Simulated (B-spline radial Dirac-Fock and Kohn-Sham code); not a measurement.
# Magnetic form factor of the 4d shell of Rh⁵⁺

System: Rh⁵⁺, [Kr] 4d4.

Model: Dirac-Fock orbitals of the configuration average with a finite nucleus. Program: an atomic code on a B-spline grid. ⟨j_K⟩ is the integral of the 4d radial density with the spherical Bessel function j_K(4πsr), s = sin θ/λ.

| s (Å⁻¹) | ⟨j0⟩ | ⟨j2⟩ | ⟨j4⟩ |
| --- | --- | --- | --- |
| 0 | 1.0000 | 0.0000 | 0.0000 |
| 0.05 | 0.9669 | 0.0131 | 0.0001 |
| 0.1 | 0.8740 | 0.0490 | 0.0010 |
| 0.15 | 0.7378 | 0.0984 | 0.0047 |
| 0.2 | 0.5804 | 0.1495 | 0.0127 |
| 0.25 | 0.4234 | 0.1921 | 0.0258 |
| 0.3 | 0.2831 | 0.2193 | 0.0430 |
| 0.35 | 0.1691 | 0.2290 | 0.0624 |
| 0.4 | 0.0845 | 0.2227 | 0.0814 |
| 0.45 | 0.0274 | 0.2040 | 0.0977 |
| 0.5 | -0.0067 | 0.1775 | 0.1098 |
| 0.6 | -0.0274 | 0.1172 | 0.1187 |
| 0.7 | -0.0163 | 0.0643 | 0.1102 |
| 0.8 | 0.0027 | 0.0274 | 0.0913 |
| 0.9 | 0.0185 | 0.0060 | 0.0690 |
| 1 | 0.0279 | -0.0036 | 0.0479 |
| 1.1 | 0.0315 | -0.0057 | 0.0305 |
| 1.2 | 0.0308 | -0.0038 | 0.0174 |
| 1.4 | 0.0232 | 0.0039 | 0.0027 |
| 1.6 | 0.0140 | 0.0102 | -0.0016 |

Radial moments of the shell: ⟨r²⟩ = 1.825, ⟨r⁴⟩ = 5.415, ⟨r⁶⟩ = 24.12 in powers of bohr.

Values without a named source are computed, but for edge energies of neutral atoms, which are taken from tables.
